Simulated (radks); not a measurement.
The table gives one normalised radial function P(r) = r R(r) (large component) of Ho11+ in [Kr] 4d10 4f8 5s2 (r in bohr). Calculated with a radial shooting solver on a logarithmic mesh with Libxc functionals: Dirac Kohn-Sham, OLYP, spin-unpolarised, spherical densities, point nucleus; open shells fill j = l - 1/2 first.

| r | P |
|---|---|
| 0.00169 | 0.0858 |
| 0.002541 | 0.1147 |
| 0.003821 | 0.1478 |
| 0.005747 | 0.1797 |
| 0.008573 | 0.1975 |
| 0.01289 | 0.1793 |
| 0.01939 | 0.0951 |
| 0.02916 | -0.0688 |
| 0.04384 | -0.2567 |
| 0.06593 | -0.2948 |
| 0.09915 | -0.0033 |
| 0.1491 | 0.4099 |
| 0.2242 | 0.2493 |
| 0.3372 | -0.5012 |
| 0.503 | -0.4654 |
| 0.7564 | 0.6696 |
| 1.138 | 1.1305 |
| 1.711 | 0.4905 |
| 2.572 | 0.0582 |
| 3.869 | 0.0010 |

Which n and l does it have? It may be an empty orbital.

Answer. n = 5, l = 0: the number of nodes gives n - l - 1 = 4, the rise at small r points to l (this Dirac orbital starts as r^gamma with gamma = sqrt((l + 1)^2 - (Z/c)^2) = 0.87; the j = 1/2 orbital of l + 1 starts with the same power, but with a smaller coefficient, and then steepens), and the extent must fit the shell. The curve is that of 5s1/2. 5s1/2: eigenvalue -222.12 eV, 4 radial nodes at r = 0.0251, 0.0995, 0.259, 0.605 bohr, <r> = 1.11 bohr, 90 % of the charge inside 1.57 bohr.
